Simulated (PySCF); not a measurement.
B(CCH)(Me)2 (C4H7B), SMILES C(B(C)C)#C. Heavy atoms are numbered as in [B:1]([C:2]#[CH:3])([CH3:5])[CH3:9]. Hydrogens are named by the atom that carries them.

Geometry optimised at B3LYP-D3(BJ)/def2-SVP.

Calculation: PySCF with HF/pcSseg-1.

GIAO shieldings, no solvent; atoms alike by connectivity are averaged. δ = σ(ref) − σ: ¹¹B against BF3 (σ = 102.7 ppm); ¹³C against TMS (σ = 192.6 ppm); ¹H against TMS (σ = 31.99 ppm), references at their B3LYP-D3(BJ)/def2-TZVP geometries, non-relativistic.

| nucleus | atoms | count | δ (ppm) |
|---|---|---|---|
| ¹¹B | B1 | 1 | 57.3 |
| ¹³C | C3 (CH) | 1 | 131.0 |
| ¹³C | C2 | 1 | 86.6 |
| ¹³C | C5 (CH3) | 2 | 16.7 |
| ¹H | H on C3 | 1 | 5.08 |
| ¹H | H on C5 | 6 | 1.23 |
